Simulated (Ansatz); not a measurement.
Gas-phase electronic energies from Ansatz, PBE0-D4/def2-TZVP geometries. CBS: MP2 limit from def2 TZ/QZ plus the TZ coupled-cluster correction, frozen cores. DFT in def2-TZVPP. For Ga outer-core shells are correlated without core-valence functions, which leaves a few kJ/mol of doubt a bond. Scalar relativity is left out up to krypton. One conformer a species, not always the lowest.

`BC(F)([SiH3])[SiH3]` + `[OH][Ga]([Cl])[Cl]` → `[SiH3][O][Ga]([Cl])[Cl]` + `BC(F)[SiH3]`  (ligand exchange at the Si–C bond)

```tsv
species	r2SCAN energy (Eh)
`BC(F)([SiH3])[SiH3]`	-746.49863
`[OH][Ga]([Cl])[Cl]`	-2921.18476
`[SiH3][O][Ga]([Cl])[Cl]`	-3211.89549
`BC(F)[SiH3]`	-455.82100
```

Problem. Work out ΔE.

Solution. ΔE = (-3211.89549) + (-455.82100) − (-746.49863) − (-2921.18476) = -0.03310 Eh = -86.9 kJ/mol. CCSD(T)/CBS gives -89.1 kJ/mol.

Largest T1 diagnostic among the species: 0.014.

From PBE to PBE0 (25 % exact exchange), in def2-TZVPP and without D4, ΔE moves by −8.1 kJ/mol. In def2-TZVPP, CCSD(T) changes the Hartree–Fock value by +30.3 kJ/mol (the triples alone add +4.8 kJ/mol) and MP2 by +29.6 kJ/mol. The D4 term adds +5.6 kJ/mol with B3LYP and +2.9 kJ/mol with PBE0; it sums over pairs of atoms, weighted by their polarisabilities, and B3LYP, whose exchange is more repulsive, gets the larger term.

B3LYP here is the variant with VWN-RPA as its local correlation; programs differ in this.
